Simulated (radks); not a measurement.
Species: Rh. Configuration: [Kr] 4d8 5s1 (the NIST ground configuration). Method: Dirac Kohn-Sham, BLYP, spin-unpolarised, spherical densities, point nucleus; open shells are shared between the two j in proportion to 2j + 1; computed with a radial shooting solver on a logarithmic mesh with Libxc functionals.

Spin-orbit splittings of the eigenvalues, e(l+1/2) - e(l-1/2), with zeta = 2 splitting/(2l+1) and mean radii in bohr:

| shell | occ. | splitting (eV) | zeta (eV) | <r> j=l-1/2 | <r> j=l+1/2 |
|---|---|---|---|---|---|
| 2p | 6 | 144.7 | 96.47 | 0.1203 | 0.1252 |
| 3p | 6 | ? | ? | 0.3831 | 0.3939 |
| 3d | 10 | 4.909 | 1.964 | 0.3684 | 0.3719 |
| 4p | 6 | 3.925 | 2.616 | 1.060 | 1.091 |
| 4d | 8 | 0.3923 | 0.1569 | 1.582 | 1.610 |

Estimate the 3p splitting.

Answer. 24.89 eV (zeta = 16.59 eV).
